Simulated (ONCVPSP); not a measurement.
# Ranking ONCV potentials for ruthenium (Ru)

All share these settings but for the change named:

| Property | Result |
| --- | --- |
| Element | ruthenium |
| Generator | ONCVPSP 4.0.1 |
| Type | optimised norm-conserving Vanderbilt (ONCV) |
| Functional | LDA (Perdew-Zunger) |
| Relativity | scalar-relativistic |
| Frozen core | [Ar] 3d10 |
| Valence charge | 16 |
| Reference configuration | 4s2 4p6 4d6 (charge +2) |
| Partial waves | 4s: rc 1.35 bohr, ncon 4, nbas 8, qcut 8.8 1/bohr, 2 projectors, debl 3.7 Ha; 4p: rc 1.80 bohr, ncon 4, nbas 8, qcut 6.5 1/bohr, 2 projectors, debl 0.5 Ha; 4d: rc 1.35 bohr, ncon 3, nbas 8, qcut 9.2 1/bohr, local |
| Local potential | the d channel |
| Core correction | Teter function fitted to the true core (icmod 2), fcfact 0.55 |

In the p channel the program set the typed energies aside and used -2.446, 0.250 Ha.

Test errors are all-electron minus pseudo excitation energies from the reference, over 4s2 4p6 4d7 5s1; 4s2 4p6 4d7; 4s2 4p6 4d5; 4s2 4p6 4d6 5s1 5p1. None of these files shows a bound ghost.

The base gives 2.2 meV.

Of 10 variants that were run, those that failed, showed a ghost or another fault, or gave nearly equal values are left out.

A variant can come out equal or close to the base, since the largest error may sit in a test that the change hardly touches while other tests move.

**Question.** Rank these variants by their largest absolute test error, smallest first.
A. d: qcut 9.1
B. d: qcut 12.9
C. d: qcut 7.4

**Answer.** C (1.4 meV), A (2.1 meV), B (2.5 meV).
